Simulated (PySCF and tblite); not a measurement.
Values are calculated unless marked as measured or tabulated.
Stationary points of C₅H₁₀Se at GFN2-xTB, in Å:

Structure A

```
 1 C     1.707   -0.426    0.480
 2 C     0.517   -0.224   -0.453
 3 C    -0.767   -0.901    0.083
 4 C    -1.877    0.121    0.296
 5 Se   -1.632    1.484   -1.097
 6 C     0.269    1.270   -0.667
 7 H     1.934   -1.486    0.582
 8 H     1.492   -0.022    1.468
 9 H     2.589    0.076    0.087
10 H     0.760   -0.670   -1.422
11 H    -1.104   -1.647   -0.637
12 H    -0.565   -1.415    1.024
13 H    -2.872   -0.314    0.218
14 H    -1.781    0.631    1.257
15 H     0.877    1.685   -1.469
16 H     0.452    1.837    0.250
```

Structure B

```
 1 C     1.788   -0.611    0.169
 2 C     0.429   -0.159   -0.352
 3 C    -0.725   -0.623    0.537
 4 C    -2.009   -0.048   -0.032
 5 Se   -1.575    1.804   -0.583
 6 C     0.342    1.360   -0.417
 7 H     1.843   -1.697    0.189
 8 H     1.953   -0.239    1.178
 9 H     2.585   -0.238   -0.470
10 H     0.276   -0.566   -1.358
11 H    -0.781   -1.712    0.576
12 H    -0.566   -0.251    1.552
13 H    -2.333   -0.588   -0.923
14 H    -2.824   -0.021    0.689
15 H     0.877    1.781   -1.268
16 H     0.713    1.818    0.502
```

Structure C

```
 1 C     1.419   -0.201    0.810
 2 C     0.603   -0.237   -0.477
 3 C    -0.755   -0.915   -0.281
 4 C    -1.634   -0.026    0.584
 5 Se   -1.230    1.838    0.055
 6 C     0.313    1.170   -0.985
 7 H     1.531   -1.201    1.222
 8 H     0.935    0.431    1.551
 9 H     2.411    0.203    0.617
10 H     1.171   -0.780   -1.241
11 H    -1.224   -1.050   -1.258
12 H    -0.641   -1.897    0.181
13 H    -2.696   -0.212    0.430
14 H    -1.406   -0.129    1.645
15 H     0.024    1.167   -2.037
16 H     1.151    1.852   -0.845
```

The path came from a restrained scan, a climbing-image band and a saddle search at GFN2-xTB; energies are PBE0/pcSseg-1 + D3(BJ), IEF-PCM tetrahydrofuran//GFN2-xTB, thermal terms GFN2-xTB.

Which structure is a saddle point, and along which motion?

A: one imaginary mode (45i cm⁻¹ at GFN2-xTB, mostly on C1, C6, C3), along the inversion of the 5-membered ring (2–3–4–5–6).

Give their symmetry and energies above the lowest.

A C1, 4.1 kcal/mol; B C1, 0.0 kcal/mol; C C1, 0.0 kcal/mol.

Spin–orbit effects of heavy atoms on shieldings are missing.
